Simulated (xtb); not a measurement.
C₃F₃ (SMILES [C]#CC(F)(F)F), doublet, from a rough starting geometry; GFN2-xTB (xtb).

The xtb input:
```
$ xtb mol.xyz --gfn 2 --uhf 1 --opt vtight --json

# file mol.xyz
6

C      2.19067597     0.00545333     0.06331417
C      1.08236827     0.00351070     0.05041004
C     -0.44080409    -0.00635268     0.02324549
F     -0.90769183    -0.94271432    -0.81062123
F     -0.99973582    -0.20591432     1.18916522
F     -0.94206037     1.09474126    -0.50193140
```

**Question.** What does xtb print? Leave out banner, timings and long lists.

**Answer.** 
```
   ID    Z sym.   atoms
    1    6 C      1-3
    2    9 F      4-6

           -------------------------------------------------
          |                Calculation Setup                |
           -------------------------------------------------

           -------------------------------------------------
          |                 G F N 2 - x T B                 |
           -------------------------------------------------

          ...................................................
          :                      SETUP                      :
          :.................................................:
          :  # basis functions                  24          :
          :  # atomic orbitals                  24          :
          :  # shells                           12          :
          :  # electrons                        33          :
          :  max. iterations                   250          :
          :  Hamiltonian                  GFN2-xTB          :
          :  restarted?                      false          :
          :  GBSA solvation                  false          :
          :  PC potential                    false          :
          :  electronic temp.          300.0000000     K    :
          :  accuracy                    1.0000000          :
          :  -> integral cutoff          0.2500000E+02      :
          :  -> integral neglect         0.1000000E-07      :
          :  -> SCF convergence          0.1000000E-05 Eh   :
          :  -> wf. convergence          0.1000000E-03 e    :
          :  Broyden damping             0.4000000          :
          :  net charge                          0          :
          :  unpaired electrons                  1          :
          ...................................................

 iter      E             dE          RMSdq      gap      omega  full diag
   1    -20.5923421 -0.205923E+02  0.819E+00    6.50       0.0  T
   2    -20.6411533 -0.488113E-01  0.471E+00    6.64       1.0  T
   3    -20.6403910  0.762363E-03  0.182E+00    6.60       1.0  T
   4    -20.6412277 -0.836778E-03  0.668E-01    6.48       1.0  T
   5    -20.6443000 -0.307227E-02  0.121E-01    6.57       1.0  T
   6    -20.6442988  0.124229E-05  0.606E-02    6.55       1.0  T
   7    -20.6443184 -0.196713E-04  0.899E-03    6.56       4.5  T
   8    -20.6443186 -0.210468E-06  0.176E-03    6.56      23.1  T
   9    -20.6443186 -0.306741E-09  0.703E-04    6.56      58.1  T
[...]
 * total energy  :   -20.3980322 Eh     change       -0.1479417E-08 Eh
 * total energy  :   -20.4175440 Eh     change       -0.1951185E-01 Eh
 * total energy  :   -20.4189325 Eh     change       -0.1388450E-02 Eh
 * total energy  :   -20.4191616 Eh     change       -0.2291199E-03 Eh
 * total energy  :   -20.4191858 Eh     change       -0.2418573E-04 Eh
 * total energy  :   -20.4191959 Eh     change       -0.1017729E-04 Eh
 * total energy  :   -20.4191967 Eh     change       -0.7157366E-06 Eh
 * total energy  :   -20.4191969 Eh     change       -0.2005796E-06 Eh
 * total energy  :   -20.4191971 Eh     change       -0.2035714E-06 Eh
 * total energy  :   -20.4191973 Eh     change       -0.2083091E-06 Eh
 * total energy  :   -20.4191974 Eh     change       -0.1375219E-06 Eh
 * total energy  :   -20.4191974 Eh     change       -0.3433934E-07 Eh
   *** GEOMETRY OPTIMIZATION CONVERGED AFTER 12 ITERATIONS ***
         :: total energy             -20.419197440140 Eh    ::
[...]
      -------------------------------------------------------------
                  HL-Gap            0.2113564 Eh            5.7513 eV
             Fermi-level           -0.4179766 Eh          -11.3737 eV

     #   Z          covCN         q      C6AA      α(0)
     1   6 C        0.981     0.014    35.476    10.004
     2   6 C        1.968    -0.025    31.734     9.097
     3   6 C        3.331     0.522    16.891     6.521
     4   9 F        0.792    -0.170    10.933     3.906
     5   9 F        0.792    -0.170    10.933     3.906
     6   9 F        0.792    -0.170    10.933     3.906

 Mol. C6AA /au·bohr⁶  :        643.532578
 Mol. C8AA /au·bohr⁸  :      15455.263809
 Mol. α(0) /au        :         37.339799

Wiberg/Mayer (AO) data.
largest (>0.10) Wiberg bond orders for each atom

 ---------------------------------------------------------------------------
     #   Z sym  total        # sym  WBO       # sym  WBO       # sym  WBO
 ---------------------------------------------------------------------------
     1   6 C    3.174 --     2 C    2.975
     2   6 C    3.952 --     1 C    2.975     3 C    0.913
     3   6 C    3.851 --     6 F    0.961     4 F    0.961     5 F    0.961
                             2 C    0.913
     4   9 F    1.123 --     3 C    0.961
     5   9 F    1.123 --     3 C    0.961
     6   9 F    1.123 --     3 C    0.961
 ---------------------------------------------------------------------------

Topologies differ in total number of bonds
Writing topology from bond orders to xtbtopo.mol

molecular dipole:
                 x           y           z       tot (Debye)
 q only:        0.469       0.004       0.016
   full:        0.557       0.005       0.020       1.416
molecular quadrupole (traceless):
                xx          xy          yy          xz          yz          zz
 q only:        0.351      -0.007      -0.176       0.022      -0.000      -0.175
  q+dip:        3.848       0.035      -1.928       0.208       0.001      -1.921
   full:        1.805       0.009      -0.904       0.099       0.000      -0.901

optimized geometry written to: xtbopt.xyz

           -------------------------------------------------
          | TOTAL ENERGY              -20.419197440140 Eh   |
          | GRADIENT NORM               0.000059393633 Eh/α |
          | HOMO-LUMO GAP               5.751300791387 eV   |
           -------------------------------------------------

normal termination of xtb
```
